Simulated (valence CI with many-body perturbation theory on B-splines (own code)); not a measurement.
**Hyperfine factors and g values of Pt LXV**

Computed by relativistic CI+MBPT: four valence electrons over a frozen Dirac-Fock core [Ne], a basis of 11 s, 11 p, 10 d, 8 f, 5 g, 2 h functions for each j, with the one-electron correlation potential Σ1 (screened to all orders), the two-electron term Σ2, the three-electron term Σ3, Breit, model QED; selected single and double excitations, second order for the rest, scaled by the run's own slope (own B-spline code, finite nucleus).

No measured spectrum was set against this ion. As an estimate, large intervals hold to a few tenths of a per cent, small ones and those within an open d or f shell to about a per cent. Among the levels kept, up to 600 cm⁻¹ of a level comes from second order outside the variational space, and about a tenth of that is noise between levels of different J, which matters for small intervals.

A/g_I is the dipole constant over the nuclear g factor μ/I (μ in nuclear magnetons, uniformly magnetised nucleus), B/Q the quadrupole constant per barn. Both hold the static response of the core; the bare values leave it out. Large factors of s and p1/2 electrons are usually good to 5 to 10 %; those of open d and f shells near neutrality can be off by tens of per cent, and small factors of p3/2, d and f electrons come from cancelling terms and can be off by a factor of two or in sign, in half-filled shells by more. B is blank for J = 1/2, where it vanishes, and for nearly pure S terms. Energies count from the lowest level. Levels with J = 0 are left out.

Levels are named by their leading jj configuration (3d3/2^4 stands for four electrons in 3d with j = 3/2), which in mixed levels can hold well under half, so a name can repeat and another be missing. Letters in brackets count levels of one name in rising energy.

```csv
Level,E (eV),g,A/g_I (MHz),A/g_I bare,B/Q (MHz/b),B/Q bare
(3s^2 3p1/2 3p3/2) J=1,450.4,1.487,-294000,-284000,263000,259000
(3s^2 3p1/2 3p3/2) J=2,460.3,1.158,812000,800000,493000,487000
(3s 3p1/2^2 3p3/2) J=2,634.5,1.513,1990000,1950000,494000,488000
(3s 3p1/2^2 3p3/2) J=1,663.4,1.047,-1320000,-1290000,264000,261000
(3s^2 3p1/2 3d3/2) J=2,685.8,0.751,728000,720000,106000,109000
(3s^2 3p1/2 3d3/2) J=1,733.8,0.882,-651000,-632000,87200,87700
(3s^2 3p1/2 3d5/2) J=2,810.7,1.281,-298000,-288000,78400,80300
(3s^2 3p1/2 3d5/2) J=3,812.2,1.101,458000,454000,84100,86900
(3s 3p1/2^2 3d3/2) J=1,874.5,0.447,-1660000,-1620000,44700,46000
(3s 3p1/2^2 3d3/2) J=2,882.4,1.119,1910000,1870000,86200,88500
(3s^2 3p3/2^2) J=2,918.5,1.311,267000,265000,32300,31900
(3s 3p1/2^2 3d5/2) J=3,994.2,1.339,1260000,1240000,82500,85200
(3s 3p1/2^2 3d5/2) J=2,1009.1,1.027,-1130000,-1100000,63600,66100
(3s 3p1/2 3p3/2^2) J=2 [a],1074.8,1.528,1270000,1250000,93800,92500
(3s 3p1/2 3p3/2^2) J=3,1095.0,1.310,1740000,1710000,23000,22800
(3s 3p1/2 3p3/2^2) J=2 [b],1122.4,1.083,195000,196000,-23700,-23200
(3s 3p1/2 3p3/2^2) J=1 [a],1123.1,1.267,1390000,1360000,-359000,-354000
(3s 3p1/2 3p3/2^2) J=1 [b],1135.4,1.335,1270000,1250000,282000,279000
(3s^2 3p3/2 3d3/2) J=3,1176.0,1.077,248000,248000,578000,574000
(3s^2 3p3/2 3d3/2) J=2,1181.9,1.056,21000,26100,-36900,-36500
(3s^2 3p3/2 3d3/2) J=1,1182.1,1.115,315000,314000,-258000,-256000
(3s^2 3p3/2 3d5/2) J=4,1254.1,1.236,132000,134000,640000,636000
(3s^2 3p3/2 3d5/2) J=2,1265.0,1.222,91000,93900,-339000,-334000
(3s^2 3p3/2 3d5/2) J=3,1288.5,1.202,149000,150000,-18400,-15700
(3s 3p1/2 3p3/2 3d3/2) J=2 [a],1294.1,1.156,499000,495000,-11800,-11600
(3s^2 3p3/2 3d5/2) J=1,1299.7,1.071,-37500,-32300,85900,86000
(3s 3p1/2 3p3/2 3d3/2) J=1 [a],1303.9,1.124,720000,711000,-240000,-238000
(3s 3p1/2 3p3/2 3d3/2) J=3 [a],1309.9,1.124,1130000,1110000,171000,171000
(3p1/2^2 3p3/2^2) J=2,1316.3,1.194,656000,649000,-48300,-48300
(3s 3p1/2 3p3/2 3d3/2) J=4,1328.4,1.150,1360000,1340000,507000,504000
(3s 3p1/2 3p3/2 3d3/2) J=2 [b],1343.1,0.909,836000,824000,-175000,-172000
(3s 3p1/2 3p3/2 3d3/2) J=3 [b],1350.5,1.247,1170000,1150000,451000,447000
(3s 3p1/2 3p3/2 3d3/2) J=1 [b],1355.3,1.673,2840000,2790000,177000,175000
(3s 3p1/2 3p3/2 3d3/2) J=2 [c],1358.2,1.359,1230000,1210000,165000,162000
```

**Question.** Take the isotope of mass number 195, with I = 1/2, μ = 0.6073 μN. What is the hyperfine structure of (3s^2 3p1/2 3d3/2) J=2?

**Answer.** From the table A = 884000 MHz. Shifts from the centre of gravity in MHz: F = 3/2: -1330000, F = 5/2: 884000.
